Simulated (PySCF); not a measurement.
Species: ethylboronic acid, C₂H₇BO₂.
Atom-mapped SMILES: `[CH3:1][CH2:2][B:3]([OH:4])[OH:5]` (hydrogens: H6, H7, H8 on C1; H9, H10 on C2; H11 on O4; H12 on O5)

A GFN2-xTB structure was refined with PySCF, PBE0-D3(BJ)/def2-SVP geometry optimisation, gas phase. Its GFN2-xTB values:

```
 coordinate  GFN2-xTB
      C1–C2   1.517 Å
      C1–H6   1.093 Å
      C1–H8   1.057 Å
      C2–B3   1.587 Å
      C2–H9   1.098 Å
      B3–O4   1.363 Å
     O4–H11   0.929 Å
   C1–C2–B3    112.0°
   C2–B3–O4    120.9°
   C2–B3–O5    123.8°
   O4–B3–O5    115.2°
C1–C2–B3–O4      -51°
```

How do these coordinates change at the PBE0-D3(BJ)/def2-SVP level?

```
 coordinate  PBE0-D3(BJ)/def2-SVP (Å or °)  change
      C1–H8                          1.102  +0.045
     O4–H11                          0.964  +0.035
      C1–C2                          1.526  +0.009
      C2–H9                          1.107  +0.009
      C1–H6                          1.100  +0.007
      C2–B3                          1.580  -0.007
      B3–O4                          1.360  -0.003
   C1–C2–B3                          114.2    +2.2
   O4–B3–O5                          117.3    +2.1
   C2–B3–O4                          119.0    -1.9
   C2–B3–O5                          123.7    -0.1
C1–C2–B3–O4                            -38     +13
```

The energy falls by 15.1 kJ/mol over 6 energy and gradient evaluations, the largest force component goes from 0.0431 to 4.0e-04 Eh/bohr, and the atoms move by 0.106 Å rms after alignment. The bond that changes most is C1–H8 (methyl carbon to methyl hydrogen), which lengthens by 0.045 Å. Bonds longer at the end by more than 0.005 Å: 7 of 11; shorter: 3. Among the dihedrals that turn most is H9–C2–B3–O4, from 69° to 82°. Rotational constants go from 8166, 3476, 2673 to 8385, 3480, 2639 MHz.

The run used 105 basis functions and 40 SCF cycles in all.

Whether it is a minimum is left open (no frequencies). The numbers are those of one conformer.
